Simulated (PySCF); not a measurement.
Cl2CrO2 (SMILES [O]=[Cr](=[O])([Cl])[Cl]), singlet, geometry from GFN2-xTB (such geometries of metal compounds can be far from the true shape); DF-M062X/aug-cc-pVDZ (PySCF).

Input for PySCF:
```python
from pyscf import gto, scf, dft

mol = gto.M(
    atom='''
Cr    0.361620   -0.063061    0.116552
O     1.440452   -0.592340   -0.864084
O     0.790453    0.203307    1.583117
Cl   -0.386161    1.668254   -0.644959
Cl   -1.174200   -1.396152    0.142046
''',
    basis='aug-cc-pvdz',
    charge=0,
    spin=0,
    verbose=4,
)

mf = dft.RKS(mol)
mf.xc = 'm062x'
mf.DIIS = scf.EDIIS
mf = mf.density_fit(auxbasis='def2-universal-jkfit')
mf.kernel()
```

The log (banner, timings and long lists left out):

```
PySCF version 2.14.0

[INPUT] verbose = 4
[INPUT] num. atoms = 5
[INPUT] num. electrons = 74
[INPUT] charge = 0
[INPUT] spin (= nelec alpha-beta = 2S) = 0
[INPUT] symmetry False subgroup None
[INPUT] Mole.unit = angstrom
[INPUT] Symbol           X                Y                Z      unit          X                Y                Z       unit  Magmom
[...]
nuclear repulsion = 501.758785699724
number of shells = 43
number of NR pGTOs = 308
number of NR cGTOs = 159
basis = aug-cc-pvdz
ecp = {}

******** <class 'pyscf.df.df_jk.DFRKS'> ********
method = DFRKS
initial guess = minao
damping factor = 0
level_shift factor = 0
DIIS = <class 'pyscf.scf.diis.EDIIS'>
diis_start_cycle = 1
diis_space = 8
diis_damp = 0
SCF conv_tol = 1e-09
SCF conv_tol_grad = None
SCF max_cycles = 50
direct_scf = False
XC library pyscf.dft.libxc version 7.1.2
    S. Lehtola, C. Steigemann, M. J. T. Oliveira, and M. A. L. Marques,  SoftwareX 7, 1–5 (2018)
XC functionals = m062x
    Y. Zhao and D. G. Truhlar,  Theor. Chem. Acc. 120, 215 (2008)
    Y. Zhao and D. G. Truhlar,  Theor. Chem. Acc. 120, 215 (2008)
radial grids:
    Treutler-Ahlrichs [JCP 102, 346 (1995); DOI:10.1063/1.469408] (M4) radial grids

becke partition: Becke, JCP 88, 2547 (1988); DOI:10.1063/1.454033
pruning grids: <function nwchem_prune>
grids dens level: 3
symmetrized grids: False
atomic radii adjust function: <function treutler_atomic_radii_adjust>
small_rho_cutoff = 0
Set gradient conv threshold to 3.16228e-05
Initial guess from minao.
tot grids = 86832
******** <class 'pyscf.df.df.DF'> ********
auxbasis = def2-universal-jkfit
init E= -2115.52912657894
[...]
cycle= 1 E= -2114.8990867334  delta_E= 0.63  |g|= 1.41  |ddm|= 12.4
[...]
cycle= 2 E= -2105.98298333787  delta_E= 8.92  |g|= 8.22  |ddm|= 50.2
[...]
cycle= 3 E= -2111.08693715809  delta_E= -5.1  |g|= 4.44  |ddm|= 48.9
[...]
cycle= 4 E= -2113.32355100506  delta_E= -2.24  |g|= 3.17  |ddm|= 20.4
[...]
cycle= 5 E= -2113.32355159703  delta_E= -5.92e-07  |g|= 3.17  |ddm|= 2.97e-06
[...]
cycle= 6 E= -2113.32355098819  delta_E= 6.09e-07  |g|= 3.17  |ddm|= 3.05e-06
[...]
cycle= 7 E= -2113.32355100484  delta_E= -1.67e-08  |g|= 3.17  |ddm|= 8.36e-08
[...]
cycle= 8 E= -2113.32355105548  delta_E= -5.06e-08  |g|= 3.17  |ddm|= 2.54e-07
[...]
cycle= 9 E= -2113.3235510051  delta_E= 5.04e-08  |g|= 3.17  |ddm|= 2.53e-07
[...]
cycle= 10 E= -2113.32355095353  delta_E= 5.16e-08  |g|= 3.17  |ddm|= 2.59e-07
[...]
cycle= 11 E= -2090.01241439471  delta_E= 23.3  |g|= 11.5  |ddm|=  233
[...]
[...]
cycle= 21 E= -2108.33856807599  delta_E= -30.5  |g|=  5.8  |ddm|=  541
[...]
cycle= 22 E= -2108.85508383229  delta_E= -0.517  |g|= 5.57  |ddm|= 7.54
[...]
cycle= 23 E= -2108.85508468311  delta_E= -8.51e-07  |g|= 5.57  |ddm|= 2.65e-05
[...]
cycle= 24 E= -2108.85508516011  delta_E= -4.77e-07  |g|= 5.57  |ddm|= 1.49e-05
[...]
cycle= 25 E= -2108.85508517041  delta_E= -1.03e-08  |g|= 5.57  |ddm|= 3.22e-07
[...]
cycle= 26 E= -2108.85508483878  delta_E= 3.32e-07  |g|= 5.57  |ddm|= 1.03e-05
[...]
cycle= 27 E= -2108.85508516816  delta_E= -3.29e-07  |g|= 5.57  |ddm|= 1.03e-05
[...]
cycle= 28 E= -2108.85508516704  delta_E= 1.13e-09  |g|= 5.57  |ddm|= 3.53e-08
[...]
cycle= 29 E= -2073.23492115082  delta_E= 35.6  |g|=   14  |ddm|=  772
[...]
cycle= 30 E= -2108.1170216083  delta_E= -34.9  |g|= 5.91  |ddm|=  760
[...]
cycle= 31 E= -2108.31605429651  delta_E= -0.199  |g|= 5.83  |ddm|= 1.75
[...]
cycle= 32 E= -2108.31605452899  delta_E= -2.32e-07  |g|= 5.83  |ddm|= 7.05e-06
[...]
cycle= 33 E= -2108.31605429867  delta_E= 2.3e-07  |g|= 5.83  |ddm|= 6.99e-06
[...]
cycle= 34 E= -2108.3160534863  delta_E= 8.12e-07  |g|= 5.83  |ddm|= 2.47e-05
[...]
cycle= 35 E= -2108.31605429665  delta_E= -8.1e-07  |g|= 5.83  |ddm|= 2.46e-05
[...]
cycle= 36 E= -2108.31605429811  delta_E= -1.46e-09  |g|= 5.83  |ddm|= 4.37e-08
[...]
cycle= 37 E= -2108.31605440036  delta_E= -1.02e-07  |g|= 5.83  |ddm|= 3.1e-06
[...]
cycle= 38 E= -2071.56583313066  delta_E= 36.8  |g|= 14.2  |ddm|=  844
[...]
cycle= 39 E= -2108.03507524115  delta_E= -36.5  |g|= 5.95  |ddm|=  840
[...]
cycle= 40 E= -2108.11553792085  delta_E= -0.0805  |g|= 5.92  |ddm|= 0.41
[...]
cycle= 41 E= -2108.1155379094  delta_E= 1.15e-08  |g|= 5.92  |ddm|= 3.4e-07
[...]
cycle= 42 E= -2108.11553788283  delta_E= 2.66e-08  |g|= 5.92  |ddm|= 7.91e-07
[...]
cycle= 43 E= -2108.11553794995  delta_E= -6.71e-08  |g|= 5.92  |ddm|= 2e-06
[...]
cycle= 44 E= -2108.11553789125  delta_E= 5.87e-08  |g|= 5.92  |ddm|= 1.75e-06
[...]
cycle= 45 E= -2108.1155379244  delta_E= -3.31e-08  |g|= 5.92  |ddm|= 9.86e-07
[...]
cycle= 46 E= -2108.11553793936  delta_E= -1.5e-08  |g|= 5.92  |ddm|= 4.45e-07
[...]
cycle= 47 E= -2070.93589576218  delta_E= 37.2  |g|= 14.2  |ddm|=  870
[...]
cycle= 48 E= -2108.00259203882  delta_E= -37.1  |g|= 5.97  |ddm|=  869
[...]
cycle= 49 E= -2108.03700914045  delta_E= -0.0344  |g|= 5.96  |ddm|= 0.156
[...]
cycle= 50 E= -2108.03700914933  delta_E= -8.88e-09  |g|= 5.96  |ddm|= 2.61e-07
SCF not converged.
SCF energy = -2108.03700914933
```

Convergence was not reached.
